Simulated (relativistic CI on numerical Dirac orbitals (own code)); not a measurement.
# Spin-allowed bands of a d2 ion in an octahedral site, by hand

Problem. Take Δ = 27900 cm⁻¹ and B = 440 cm⁻¹ for a d2 ion in an octahedral site. Calculate the three spin-allowed bands.

Working.
1. The terms of highest spin are 3F (energy 0) and 3P (15B = 6600 cm⁻¹). Here the F term splits into A2 at +1.2Δ = 33480, T2 at +0.2Δ = 5580 and T1 at −0.6Δ = -16740 cm⁻¹.
2. The two T1 states mix through the element 0.4Δ: H = [[-16740, 11160], [11160, 6600]], with roots ½(H₁₁ + H₂₂) ∓ ½√[(H₂₂ − H₁₁)² + 4H₁₂²] = ½(-10140) ∓ ½(32295) = -21217 and 11077 cm⁻¹.
3. The ground term is 3T1 at -21217 cm⁻¹.
4. Bands: 3T2 26797 cm⁻¹ (373 nm), 3T1(P) 32295 cm⁻¹ (310 nm), 3A2 54697 cm⁻¹ (183 nm).

Check. Exact diagonalisation of the whole d2 shell with these parameters gives 3T2 26797, 3T1 32295, 3A2 54697 cm⁻¹. The match is exact, since without spin-orbit coupling no other term has this spin. The ratio of the second band to the first, 1.205, depends on Δ/B = 63.4 alone, which is how a Tanabe-Sugano diagram is read.
